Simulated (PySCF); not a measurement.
CH4ClGeNSi, SMILES Cl[Si@H]1N=[CH][GeH2]1.

Geometry optimised at B3LYP-D3(BJ)/def2-SVP. The structure was generated by enumeration; whether it is a known compound was not checked.

Two levels are set side by side: PBE/def2-TZVP (PySCF) and PBE0/def2-TZVP (PySCF). Same geometry, gas phase. Differences are taken from unrounded values.

```tsv
quantity	PBE0
orbital gap (eV)	5.66
highest occupied level (eV)	-7.01
lowest empty level (eV)	-1.35
dipole moment (D)	2.40
mean polarisability (bohr³)	86.0
```

What does PBE give, and how far is it from PBE0? (Estimate from the structure and the level; the computed values follow.)


| quantity | PBE | PBE minus PBE0 |
|---|---|---|
| orbital gap (eV) | 3.28 | -2.38 |
| highest occupied level (eV) | -5.74 | 1.27 |
| lowest empty level (eV) | -2.46 | -1.11 |
| dipole moment (D) | 2.15 | -0.26 |
| mean polarisability (bohr³) | 89.0 | 3.0 |

Without exact exchange PBE keeps part of each electron's self-repulsion, which lifts occupied levels and narrows the gap. PBE's more diffuse valence density responds more strongly to a field. Differences between two approximate levels are no errors against the true value.

Rough cost on one machine, each run with all the roots and properties that it gave: PBE0 against PBE within a factor of 2.
